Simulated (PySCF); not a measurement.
Simulation results for B$_{2}$GeH$_{5}$O, B$_{2}$GeH$_{4}$O

Calculation on a computer-drawn molecule: optimised geometry and harmonic frequencies of an isolated molecule of the commonest isotopes, restricted reference for singlets and unrestricted otherwise, frozen core in MP2; on germanium a core potential holds 10 electrons, which the energies leave out, and 3d is frozen in MP2 and coupled-cluster steps. Program: PySCF 2.14.0.

Common to all runs: multiplicity 1; method HF; basis cc-pVDZ; basis and core potential on germanium cc-pVDZ-PP ECP10MDF.

```yaml
- entry: 1
  formula: B2GeH5O
  start_structure:
    atoms_angstrom:
      - [B, -0.6523, 0.2905, 0.6604]
      - [O, 0.2207, 0.6028, 1.5227]
      - [B, 1.2546, 0.8111, 2.3327]
      - [Ge, 0.9487, 2.5042, 3.6814]
      - [H, -0.6275, 0.7809, -0.4036]
      - [H, -1.4818, -0.4237, 0.9422]
      - [H, 2.2165, 0.2262, 2.4874]
      - [H, -0.2954, 3.4636, 3.8109]
      - [H, 1.856, 3.0783, 4.7937]
  given:
    charge: 1
    drawn_bonds_atom: [1, 2, 3, 1, 1, 3, 4, 4]
    drawn_bonds_other_atom: [2, 3, 4, 5, 6, 7, 8, 9]
    drawn_bonds_order: [1, 1, 1, 1, 1, 1, 1, 1]
  results:
    optimised_atom_element: [B, O, B, Ge, H, H, H, H, H]
    "optimised_atom_x [angstrom]": [-0.5448, 0.03906, 0.9354, 0.9482, -0.08454, -1.485, 1.726, 0.1222, 1.783]
    "optimised_atom_y [angstrom]": [0.3156, 0.9251, 0.8593, 2.561, 0.5786, -0.3844, -0.001957, 2.669, 3.813]
    "optimised_atom_z [angstrom]": [0.4574, 1.569, 2.511, 3.822, -0.6067, 0.6569, 2.729, 5.095, 3.595]
    "modes_frequency [cm^-1]": [64.97, 100.9, 115.0, 170.7, 201.8, 409.6, 460.4, 671.6, 860.8, 945.9, 984.7, 1044, 1120, 1154, 1334, 1564, 2288, 2304, 2752, 2800, 2873]
    "modes_reduced_mass [dalton]": [1.29, 1.37, 3.887, 1.543, 6.036, 1.07, 2.515, 1.426, 1.515, 1.068, 3.048, 1.318, 1.321, 1.275, 1.216, 8.576, 1.017, 1.025, 1.043, 1.101, 1.139]
    "rotational_constants [GHz]": [27.11, 1.653, 1.612]
    "total_energy [hartree]": -420.3032
    "convergence_status_largest_gradient_component [hartree/bohr]": 1.408e-05
- entry: 2
  formula: B2GeH4O
  start_structure:
    atoms_angstrom:
      - [B, -1.0138, 0.4269, 2.4528]
      - [O, -0.793, 0.2033, 1.1337]
      - [B, -0.5049, -0.0413, -0.1055]
      - [Ge, 1.4742, 0.1359, -0.9026]
      - [H, -1.0057, -0.4022, 3.1524]
      - [H, -1.2524, 1.5008, 2.7511]
      - [H, -1.4825, -0.2484, -0.8101]
      - [H, 1.1117, 1.5972, -1.4518]
  given:
    charge: 0
    drawn_bonds_atom: [1, 2, 3, 1, 1, 3, 4]
    drawn_bonds_other_atom: [2, 3, 4, 5, 6, 7, 8]
    drawn_bonds_order: [1, 1, 1, 1, 1, 1, 1]
  results:
    optimised_atom_element: [B, O, B, Ge, H, H, H, H]
    "optimised_atom_x [angstrom]": [-1.098, -0.2164, -0.4373, 1.118, -0.719, -2.207, -1.527, 1.619]
    "optimised_atom_y [angstrom]": [0.3402, 0.08743, 0.2381, -0.2471, 0.1595, 0.7281, 0.6086, 1.257]
    "optimised_atom_z [angstrom]": [2.363, 1.354, 0.007248, -1.355, 3.486, 2.115, -0.3621, -1.389]
    "modes_frequency [cm^-1]": [104.8, 132.9, 238.3, 286.3, 290.9, 491.3, 541.9, 897.9, 1019, 1128, 1147, 1186, 1350, 1394, 1990, 2628, 2684, 2763]
    "modes_reduced_mass [dalton]": [3.131, 5.01, 1.052, 4.06, 1.371, 1.05, 2.941, 1.52, 1.481, 2.525, 1.371, 1.357, 1.944, 2.788, 1.021, 1.084, 1.052, 1.131]
    "rotational_constants [GHz]": [36.44, 1.627, 1.582]
    "total_energy [hartree]": -419.9635
    "convergence_status_largest_gradient_component [hartree/bohr]": 2.641e-05
```
